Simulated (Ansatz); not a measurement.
Ansatz (an electronic-structure program) input (PBE/def2-TZVP):

Ansatz 0.2 input:
```yaml
crystal:
  periodic: [false, false, false]
  atoms:
    - {symbol: Si, position_ang: [-1.22642449, 0.14488433, -0.11447242]}
    - {symbol: Si, position_ang: [1.04615776, -0.03891288, 0.09637614]}
    - {symbol: H, position_ang: [-1.33252775, -1.34769541, 0.16846289]}
    - {symbol: H, position_ang: [1.88994139, -1.26355740, 0.04016098]}
    - {symbol: H, position_ang: [1.96632046, 1.12765250, 0.04472403]}
basis:
  gaussian:
    orbitals: def2-TZVP
hamiltonian:
  xc: {name: PBE}
magnetization: {spin_polarized: true, initial_magnetization: 1}
relax: {f_tol: 0.003, max_steps: 100}
```

Output:

```
Functional definition: PBE
integrals: 0.02 GiB planned
636 factors; their error is unknown
mean field: 0.24 GiB planned
mean field evaluation 1: about -15792.3086 eV, gradient 1.1e1 eV
mean field evaluation 2: about -15792.9246 eV, gradient 8.1e0 eV
mean field evaluation 4: about -15793.4872 eV, gradient 4.5e-1 eV
mean field evaluation 8: about -15793.4882 eV, gradient 8.0e-2 eV
mean field evaluation 16: about -15793.4766 eV, gradient 2.2e-4 eV
mean field -15793.47657866 eV, -580.3995590629 hartree, gradient 3.7e-5 eV, S^2 0.763049; 3 other end points of the search recorded, 0 dependent functions left out
the calculation of the forces begins
reference -15793.47661568 eV, -580.3995604233 hartree; 16, 15 occupied and 76, 77 virtual orbitals, 636 factors
relax step   1: F+E_penalty+E_count = -15793.47657866 eV  Δ(F+E_penalty+E_count) = +0.000e0 eV  max|allowed force component| = 2.883e-1 eV/Å  Δτ_max = 0.0000 Å  (59 SCF iters, accepted)
these checks for a lower state are left out or cut short: starts, cluster_reference, orbital_swaps, neighbouring_geometries, increment
integrals: 0.02 GiB planned
636 factors; their error is unknown
mean field: 0.24 GiB planned
mean field evaluation 32: about -15793.4831 eV, gradient 2.6e-2 eV
mean field -15793.48310918 eV, -580.3997990549 hartree, gradient 7.6e-5 eV, S^2 0.763066; 0 other end points of the search recorded, 0 dependent functions left out
the calculation of the forces begins
reference -15793.48314632 eV, -580.3998004199 hartree; 16, 15 occupied and 76, 77 virtual orbitals, 636 factors
relax step   2: F+E_penalty+E_count = -15793.48310918 eV  Δ(F+E_penalty+E_count) = -6.531e-3 eV  max|allowed force component| = 9.834e-2 eV/Å  Δτ_max = 0.0196 Å  (32 SCF iters, accepted)
these checks for a lower state are left out or cut short: starts, cluster_reference, orbital_swaps, neighbouring_geometries, increment
integrals: 0.02 GiB planned
636 factors; their error is unknown
mean field: 0.24 GiB planned
mean field -15793.48461247 eV, -580.3998543000 hartree, gradient 1.8e-5 eV, S^2 0.764258; 0 other end points of the search recorded, 0 dependent functions left out
the calculation of the forces begins
reference -15793.48464969 eV, -580.3998556676 hartree; 16, 15 occupied and 76, 77 virtual orbitals, 636 factors
relax step   3: F+E_penalty+E_count = -15793.48461247 eV  Δ(F+E_penalty+E_count) = -1.503e-3 eV  max|allowed force component| = 5.386e-2 eV/Å  Δτ_max = 0.0240 Å  (35 SCF iters, accepted)
these checks for a lower state are left out or cut short: starts, cluster_reference, orbital_swaps, neighbouring_geometries, increment
integrals: 0.02 GiB planned
636 factors; their error is unknown
mean field: 0.24 GiB planned
mean field -15793.48541631 eV, -580.3998838403 hartree, gradient 7.1e-5 eV, S^2 0.764833; 0 other end points of the search recorded, 0 dependent functions left out
the calculation of the forces begins
reference -15793.48545361 eV, -580.3998852111 hartree; 16, 15 occupied and 76, 77 virtual orbitals, 636 factors
relax step   4: F+E_penalty+E_count = -15793.48541631 eV  Δ(F+E_penalty+E_count) = -8.038e-4 eV  max|allowed force component| = 4.849e-2 eV/Å  Δτ_max = 0.0123 Å  (31 SCF iters, accepted)
these checks for a lower state are left out or cut short: starts, cluster_reference, orbital_swaps, neighbouring_geometries, increment
integrals: 0.02 GiB planned
636 factors; their error is unknown
mean field: 0.24 GiB planned
mean field -15793.48693099 eV, -580.3999395041 hartree, gradient 2.3e-5 eV, S^2 0.767256; 0 other end points of the search recorded, 0 dependent functions left out
the calculation of the forces begins
reference -15793.48696850 eV, -580.3999408823 hartree; 16, 15 occupied and 76, 77 virtual orbitals, 636 factors
relax step   5: F+E_penalty+E_count = -15793.48693099 eV  Δ(F+E_penalty+E_count) = -1.515e-3 eV  max|allowed force component| = 5.639e-2 eV/Å  Δτ_max = 0.0373 Å  (35 SCF iters, accepted)
these checks for a lower state are left out or cut short: starts, cluster_reference, orbital_swaps, neighbouring_geometries, increment
integrals: 0.02 GiB planned
636 factors; their error is unknown
mean field: 0.24 GiB planned
mean field -15793.48759964 eV, -580.3999640763 hartree, gradient 2.4e-5 eV, S^2 0.768898; 0 other end points of the search recorded, 0 dependent functions left out
the calculation of the forces begins
reference -15793.48763717 eV, -580.3999654554 hartree; 16, 15 occupied and 76, 77 virtual orbitals, 636 factors
relax step   6: F+E_penalty+E_count = -15793.48759964 eV  Δ(F+E_penalty+E_count) = -6.686e-4 eV  max|allowed force component| = 4.997e-2 eV/Å  Δτ_max = 0.0208 Å  (33 SCF iters, accepted)
these checks for a lower state are left out or cut short: starts, cluster_reference, orbital_swaps, neighbouring_geometries, increment
integrals: 0.02 GiB planned
636 factors; their error is unknown
mean field: 0.24 GiB planned
mean field evaluation 64: about -15793.4881 eV, gradient 2.8e-5 eV
mean field -15793.48812548 eV, -580.3999834005 hartree, gradient 7.9e-5 eV, S^2 0.770195; 0 other end points of the search recorded, 0 dependent functions left out
the calculation of the forces begins
reference -15793.48816297 eV, -580.3999847784 hartree; 16, 15 occupied and 76, 77 virtual orbitals, 636 factors
relax step   7: F+E_penalty+E_count = -15793.48812548 eV  Δ(F+E_penalty+E_count) = -5.258e-4 eV  max|allowed force component| = 2.760e-2 eV/Å  Δτ_max = 0.0167 Å  (30 SCF iters, accepted)
these checks for a lower state are left out or cut short: starts, cluster_reference, orbital_swaps, neighbouring_geometries, increment
integrals: 0.02 GiB planned
636 factors; their error is unknown
mean field: 0.24 GiB planned
mean field -15793.48821601 eV, -580.3999867276 hartree, gradient 1.5e-5 eV, S^2 0.770581; 0 other end points of the search recorded, 0 dependent functions left out
the calculation of the forces begins
reference -15793.48825350 eV, -580.3999881052 hartree; 16, 15 occupied and 76, 77 virtual orbitals, 636 factors
relax step   8: F+E_penalty+E_count = -15793.48821601 eV  Δ(F+E_penalty+E_count) = -9.053e-5 eV  max|allowed force component| = 1.045e-2 eV/Å  Δτ_max = 0.0086 Å  (29 SCF iters, accepted)
these checks for a lower state are left out or cut short: starts, cluster_reference, orbital_swaps, neighbouring_geometries, increment
integrals: 0.02 GiB planned
636 factors; their error is unknown
mean field: 0.24 GiB planned
mean field -15793.48822738 eV, -580.3999871452 hartree, gradient 2.2e-5 eV, S^2 0.770693; 0 other end points of the search recorded, 0 dependent functions left out
the calculation of the forces begins
reference -15793.48826486 eV, -580.3999885229 hartree; 16, 15 occupied and 76, 77 virtual orbitals, 636 factors
relax step   9: F+E_penalty+E_count = -15793.48822738 eV  Δ(F+E_penalty+E_count) = -1.137e-5 eV  max|allowed force component| = 2.648e-3 eV/Å  Δτ_max = 0.0026 Å  (29 SCF iters, accepted)
integrals: 0.02 GiB planned
636 factors; their error is unknown
mean field: 0.24 GiB planned
mean field evaluation 96: about -15793.4882 eV, gradient 8.9e-5 eV
mean field -15793.48822738 eV, -580.3999871452 hartree, gradient 2.2e-5 eV, S^2 0.770693; 4 other end points of the search recorded, 0 dependent functions left out
the calculation of the forces begins
reference -15793.48826486 eV, -580.3999885229 hartree; 16, 15 occupied and 76, 77 virtual orbitals, 636 factors
Total energy: -15793.48826486 eV, -580.3999885229 hartree
Atom 0 at    -1.203111     0.116362    -0.211514 Å, force    -0.001421    -0.002079     0.000537 eV/Å
Atom 1 at     1.044795    -0.035799     0.138256 Å, force    -0.001566    -0.001125    -0.000070 eV/Å
Atom 2 at    -1.366454    -1.336413     0.258321 Å, force     0.000426     0.002581    -0.000565 eV/Å
Atom 3 at     1.894137    -1.264435    -0.037588 Å, force     0.001270    -0.002025    -0.000136 eV/Å
Atom 4 at     1.974100     1.142656     0.087777 Å, force     0.001292     0.002648     0.000234 eV/Å
Dipole moment:     0.174704    -0.024245     0.050949 e Å
```

It need not be the lowest isomer of its formula.
